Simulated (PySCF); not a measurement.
Molfile (atoms numbered from 1):
```
C5H9FO4
     RDKit          3D

 19 18  0  0  0  0  0  0  0  0999 V2000
   -3.4063    1.1259    0.0751 C   0  0  0  0  0  0  0  0  0  0  0  0
   -2.6880   -0.0838    0.0594 O   0  0  0  0  0  0  0  0  0  0  0  0
   -1.3312    0.0917   -0.2650 C   0  0  0  0  0  0  0  0  0  0  0  0
   -0.6391   -1.2647   -0.1236 C   0  0  0  0  0  0  0  0  0  0  0  0
    0.6870   -1.2341   -0.6483 O   0  0  0  0  0  0  0  0  0  0  0  0
    1.5996   -0.6364    0.0983 C   0  0  0  0  0  0  0  0  0  0  0  0
    1.4449   -0.1538    1.1788 O   0  0  0  0  0  0  0  0  0  0  0  0
    2.7828   -0.6932   -0.5626 O   0  0  0  0  0  0  0  0  0  0  0  0
    3.8467   -0.0016    0.0035 C   0  0  0  0  0  0  0  0  0  0  0  0
    3.8289    1.2945   -0.4154 F   0  0  0  0  0  0  0  0  0  0  0  0
   -4.4342    0.8695    0.3208 H   0  0  0  0  0  0  0  0  0  0  0  0
   -3.3752    1.6206   -0.9030 H   0  0  0  0  0  0  0  0  0  0  0  0
   -3.0085    1.8134    0.8310 H   0  0  0  0  0  0  0  0  0  0  0  0
   -1.2230    0.4534   -1.3002 H   0  0  0  0  0  0  0  0  0  0  0  0
   -0.8611    0.8221    0.4103 H   0  0  0  0  0  0  0  0  0  0  0  0
   -1.1705   -2.0140   -0.7108 H   0  0  0  0  0  0  0  0  0  0  0  0
   -0.6207   -1.5584    0.9297 H   0  0  0  0  0  0  0  0  0  0  0  0
    4.7705   -0.4557   -0.3681 H   0  0  0  0  0  0  0  0  0  0  0  0
    3.7873    0.0138    1.1006 H   0  0  0  0  0  0  0  0  0  0  0  0
  1  2  1  0
  2  3  1  0
  3  4  1  0
  4  5  1  0
  5  6  1  0
  6  7  2  0
  6  8  1  0
  8  9  1  0
  9 10  1  0
  1 11  1  0
  1 12  1  0
  1 13  1  0
  3 14  1  0
  3 15  1  0
  4 16  1  0
  4 17  1  0
  9 18  1  0
  9 19  1  0
M  END
```

PySCF calculation with GFN2-xTB geometry and shielding tensors at PBE0/pcSseg-1 (GIAO); no solvent, relativity neglected, single conformer, rapidly exchanging positions averaged.

Chemical shifts δ = σref − σ; 13C (σ = 186.93 ppm) and 1H (σ = 31.72 ppm) vs TMS; H2O for 17O (σ = 336.08 ppm); 19F (σ = 170.95 ppm) against CFCl3, all at this level.

```tsv
atoms	nucleus	count	Hirshfeld charge	δ (ppm)
C3	13C	1	-0.01	72.1
H11/H12/H13	1H	3	0.04	?
O2	17O	1	-0.14	13.3
F10	19F	1	-0.12	-171.9
H16/H17	1H	2	0.05	4.45
C1	13C	1	-0.04	61.9
O7	17O	1	-0.26	304.3
O5	17O	1	-0.10	162.9
C4	13C	1	0.01	68.8
H14/H15	1H	2	0.03	3.74
C9	13C	1	0.10	?
O8	17O	1	-0.12	201.5
C6	13C	1	0.27	?
H18/H19	1H	2	0.05	?
```

Complete the table.

Answers


- C6: 162.5 ppm, carbonate carbon; it is a carbonyl in resonance with an O or N lone pair, the region of acids, esters and amides
- C9: 100.2 ppm, sp3 CH2 bonded to F and O; 2 electronegative neighbours deshield it
- H18/H19: 6.12 ppm, hydrogen on an sp3 CH2 bonded to F and O; its carbon carries F and O, hence the downfield position
- H11/H12/H13: 3.59 ppm, hydrogen on a methyl carbon bonded to O; its carbon carries O, an electronegative neighbour

Shifts are as computed. Against solution values, carbons near 30 ppm lie about +3 ppm off and those near 130 ppm about +5 ppm. Of 1211 compounds with measured shifts, 218 miss one by over three times the rms of a fit or turn the order of signals round; such compounds aren't used in these exercises. Unscaled 19F shifts against computed CFCl3 carry errors that often reach 10 to 50 ppm. Unscaled 17O shifts of doubly bonded oxygen tend to come out too high, by tens of ppm or more. Experimental scales use liquid or dissolved standards, which lie at an offset from isolated H2O (liquid H2O: subtract about 36 ppm).
